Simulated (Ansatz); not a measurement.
Input file for ClF4HOW (`[OH][W]([F])([F])([F])([F])[Cl]`):

```yaml
crystal:
  periodic: [false, false, false]
  atoms:
    - {symbol: O, position_ang: [-0.398658, -1.432869, 0.401801]}
    - {symbol: W, position_ang: [0.122902, 0.247923, -0.120257]}
    - {symbol: F, position_ang: [1.397573, 0.356102, 1.211373]}
    - {symbol: F, position_ang: [-1.123996, 0.301561, -1.481180]}
    - {symbol: F, position_ang: [0.469497, 2.024336, -0.479977]}
    - {symbol: F, position_ang: [-1.155915, 0.903175, 1.063848]}
    - {symbol: Cl, position_ang: [1.693951, -0.501730, -1.576003]}
    - {symbol: H, position_ang: [-1.005363, -1.898498, 0.980395]}
basis:
  gaussian: {orbitals: def2-SVP}
correlation: {method: ccsd_t}
```

```sh
$ ansatz run in.yaml --threads 4 --pin off --events-out ev --progress --plain --max-ram 11315MiB
```

The program prints (abridged):

```
Functional definition: HF
1160 factors; integrals over basis functions are off by at most 6.1e-4 eV
mean field evaluation 1: about -27165.9536 eV, gradient 7.7e1 eV
mean field evaluation 2: about -27166.1783 eV, gradient 7.7e1 eV
mean field evaluation 4: about -27176.8881 eV, gradient 5.2e0 eV
mean field evaluation 8: about -27176.9865 eV, gradient 7.9e-1 eV
mean field evaluation 16: about -27176.9884 eV, gradient 1.9e-6 eV
mean field -27176.98837958 eV, -998.7359017251 hartree, gradient 1.9e-6 eV, S^2 0.000000; 0 other end points of the search recorded, 0 dependent functions left out
10 core orbitals not correlated: weight in the atoms' cores, before any rotation towards them, 1.000 or more for the frozen orbitals, at most 0.000 for the correlated occupied ones
reference -27176.98837958 eV, -998.7359017251 hartree; 28, 28 occupied and 87, 87 virtual orbitals, 1160 factors
second order -39.61700703 eV of doubles, -0.00000000 eV of singles
cycle   1  -37.09096942 eV  change     2.5e0 eV  update   2.8e-1
cycle   2  -38.59314252 eV  change    -1.5e0 eV  update   1.6e-1
cycle   3  -38.87591081 eV  change   -2.8e-1 eV  update   4.1e-2
cycle   4  -38.86336445 eV  change    1.3e-2 eV  update   1.3e-2
cycle   5  -38.84324691 eV  change    2.0e-2 eV  update   3.7e-3
cycle   6  -38.84228104 eV  change    9.7e-4 eV  update   1.5e-3
cycle   7  -38.84319193 eV  change   -9.1e-4 eV  update   6.6e-4
cycle   8  -38.84283134 eV  change    3.6e-4 eV  update   2.3e-4
cycle   9  -38.84275323 eV  change    7.8e-5 eV  update   1.0e-4
cycle  10  -38.84297598 eV  change   -2.2e-4 eV  update   5.4e-5
cycle  11  -38.84288957 eV  change    8.6e-5 eV  update   2.3e-5
cycle  12  -38.84285469 eV  change    3.5e-5 eV  update   1.2e-5
perturbative correction -1.35331731 eV, -0.0497334938 hartree
Total energy: -27217.18455158 eV, -1000.2130838002 hartree
```

Run time 34 s (4 threads of an Arm Neoverse V1 on a shared host); peak host memory 0.96 GiB.

Correlation energy per correlated electron: -0.718 eV. T1 diagnostic: 0.0209.
